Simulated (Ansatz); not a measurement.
The same path of a periodic cell of 17 atoms, Si (host Si, host structure diamond, interstitial Si) was run twice with different band settings. Lost on the way: Si2–Si17. Made: Si7–Si17.

Level of theory: DFT PBE, scalar-relativistic, plane waves, PAW in Ansatz 0.2.0. Settings: cutoff 420 eV, k mesh 2x2x2, gaussian smearing 0.05 eV, no spin polarisation.

Relaxed end points:

```xyz
17
Lattice="0.0000 5.4300 5.4300 5.4300 0.0000 5.4300 5.4300 5.4300 0.0000" Properties=species:S:1:pos:R:3
Si -0.036 0.001 0.001
Si 1.330 1.382 1.384
Si 2.712 2.748 0.002
Si 4.075 4.068 1.362
Si 2.713 0.001 2.749
Si 4.076 1.363 4.068
Si 5.430 2.715 2.715
Si 6.783 4.069 4.069
Si -0.006 2.714 2.718
Si 1.331 4.048 4.049
Si 2.713 5.428 2.682
Si 4.092 6.808 4.053
Si 2.714 2.682 5.430
Si 4.094 4.050 6.811
Si 5.463 5.429 5.431
Si 6.783 6.791 6.791
Si 2.709 5.429 5.433
```

```xyz
17
Lattice="0.0000 5.4300 5.4300 5.4300 0.0000 5.4300 5.4300 5.4300 0.0000" Properties=species:S:1:pos:R:3
Si 0.005 0.005 0.004
Si 1.358 1.357 1.359
Si 2.710 2.711 0.004
Si 4.071 4.074 1.322
Si 2.712 0.003 2.712
Si 4.074 1.324 4.071
Si 5.454 2.691 2.689
Si 6.821 4.071 4.071
Si 0.004 2.711 2.711
Si 1.324 4.075 4.070
Si 2.687 5.457 2.686
Si 4.069 6.821 4.070
Si 2.694 2.694 5.450
Si 4.072 4.072 6.821
Si 5.449 5.450 5.449
Si 6.784 6.789 6.779
Si 4.069 4.074 4.064
```

Common settings: climbing image yes; force threshold 0.05 eV/Å; end points relaxed.

| run | movable images | spring | optimiser | start path | iteration limit | largest step |
| --- | --- | --- | --- | --- | --- | --- |
| 1 | 5 | 2.0 to 10.0 eV/Å², energy-weighted | quadratic models (default) | IDPP | 43 | default |
| 2 | 3 | 5.0 eV/Å² | fire | default | 50 | 1.0 Å |

Problem. What does each run give, and how far can it be trusted?

Solution. Run 1: converged after 7 iterations, highest image 0.309 eV above the first end. By the program's own check the climbing image is of a kind that is not told: the force calls were inconclusive, a negative curvature could not be distinguished from the path's own, the only one lies far off the path, or fixed occupations may fill a level only in part (lowest curvatures found: -0.25 and 0.17 eV/Å²).
Run 2: converged after 30 iterations, highest image 0.313 eV above the first end. The order of the stationary point at the top wasn't checked.
Limits of this set-up: coarse k mesh.
